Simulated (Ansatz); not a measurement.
## Counterpoise correction, worked out

The pair of H2 (SMILES [H][H], atoms 1–2) and Cl2 (SMILES ClCl, atoms 3–4), both closed shells, in one local arrangement (a lower one may exist), relaxed at PBE0-D4/def2-TZVP:

H1  (-0.118, -0.281, -2.062)
H2  (0.015, -0.022, -1.375)
Cl3  (-0.432, -0.698, 1.884)
Cl4  (0.535, 1.001, 1.554)
(Å)

Ansatz 0.2.0; basis: def2-TZVPPD; cores frozen in the correlated methods.

CCSD(T) total energies in eV:

| system | geometry | basis functions | energy |
| --- | --- | --- | --- |
| pair | pair | all | -25050.56239 |
| H2 | as in the pair | all (partner as ghosts) | -31.90477 |
| Cl2 | as in the pair | all (partner as ghosts) | -25018.64756 |
| H2 | as in the pair | its own | -31.90432 |
| Cl2 | as in the pair | its own | -25018.63928 |
| H2 | free (PBE0-D4 minimum) | its own | -31.90432 |
| Cl2 | free (PBE0-D4 minimum) | its own | -25018.63947 |

Problem. Work out the interaction energy with and without the counterpoise correction, the superposition error, and the binding energy from the relaxed fragments.

Solution. Without correction: -25050.56239 − (-31.90432) − (-25018.63928) = -0.01879 eV.
With correction (each fragment in the whole basis): -25050.56239 − (-31.90477) − (-25018.64756) = -0.01006 eV = -0.23 kcal/mol.
The superposition error is the difference, 0.00873 eV: each fragment borrows its partner's functions.
Deformation from the free shapes: 0.00000 eV for H2 and 0.00019 eV for Cl2.
Binding energy from relaxed fragments: -0.01006 + 0.00000 + 0.00019 = -0.00987 eV = -0.23 kcal/mol (electronic, without zero-point energy; negative means bound). For comparison, the corrected interaction energy by CCSD(T) at an estimated basis limit (MP2 extrapolated from triple and quadruple zeta, plus CCSD(T) − MP2 in triple zeta) is -0.014 eV; triple zeta with the correction binds less.

T1 diagnostic: at most 0.009.

For scale, one of the runs: CCSD(T)/def2-TZVPPD, 136 basis functions, launched by `ansatz run in.yaml --threads 2 --pin off --events-out ev --progress --plain --max-ram 5222MiB`. Time: 4.9 s of wall clock on 2 CPU threads; the host was shared. Peak host memory: 0.76 GiB.
